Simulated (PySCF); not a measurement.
CuH, SMILES [CuH] (connectivity only; charge and spin as stated), neutral, multiplicity 1. Atoms are numbered in the order given.

```xyz
2

Cu     0.0000     0.0000    -0.0495
H      0.0000     0.0000     1.4359
```

The structure is a stationary point at PBE0-D3(BJ)/def2-TZVPD. The spin state was assumed, not searched.

Two levels are set side by side: PBE/pcSseg-2 (PySCF) and PBE0/pcSseg-2 (PySCF). GIAO shifts against TMS (¹H) at the same level; non-relativistic, no solvent, atoms listed together averaged. Differences are taken from unrounded values.

| quantity | PBE0 | PBE | PBE minus PBE0 |
|---|---|---|---|
| δ(¹H) of H2 (ppm) | 1.10 | -0.52 | -1.63 |

Rough cost on one machine, each run with all the roots and properties that it gave: PBE0 against PBE within a factor of 2.
